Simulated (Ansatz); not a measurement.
ZnN, multiplicity 4 (lowest of 2S+1 = 2, 4 at CCSD(T)/def2-TZVPP on PBE0 minima; our sources give no spin for the ground state, which may be another), most abundant isotopes (63.9291 and 14.0031 u). Constants from fifth-degree fits in 1/R to seven points on the lowest solution found; no spin–orbit coupling, no relativity up to Kr; ω_e x_e and α_e move by some per cent with the fit.

Correlated levels freeze the inner cores; with def2 sets outer-core shells near the valence are correlated too. CBS: X⁻³ extrapolation of the correlation energy, Hartree–Fock from the larger set.

Programs: Ansatz (a program for electronic structure) with Gaussian orbitals. Each number belongs to the level named beside it.

```csv
level,r_e (Å),ω_e (cm⁻¹),ω_e x_e (cm⁻¹),α_e (cm⁻¹)
PBE/def2-TZVPP,2.0463,352.7,6.26,0.00653
"CCSD(T)/CBS(def2-TZVPP, def2-QZVPP)",2.0464,311.3,13.5,0.0112
```

Task: Derive the rotational constants, the centrifugal constant, the fundamental, the zero-point energy and the force constant.

Result: 
μ = 11.48696 u.
- PBE/def2-TZVPP: B_e = 16.8576/(μ r_e²) = 0.35048 cm⁻¹; B₀ = B_e − α_e/2 = 0.34721 cm⁻¹; D = 4B_e³/ω_e² = 1.38e-06 cm⁻¹; fundamental ω_e − 2ω_e x_e = 340 cm⁻¹; zero-point energy ω_e/2 − ω_e x_e/4 = 175 cm⁻¹; k = μ(2πcω_e)² = 84.2 N/m
- CCSD(T)/CBS(def2-TZVPP, def2-QZVPP): B_e = 16.8576/(μ r_e²) = 0.35044 cm⁻¹; B₀ = B_e − α_e/2 = 0.34481 cm⁻¹; D = 4B_e³/ω_e² = 1.78e-06 cm⁻¹; fundamental ω_e − 2ω_e x_e = 284 cm⁻¹; zero-point energy ω_e/2 − ω_e x_e/4 = 152 cm⁻¹; k = μ(2πcω_e)² = 65.6 N/m
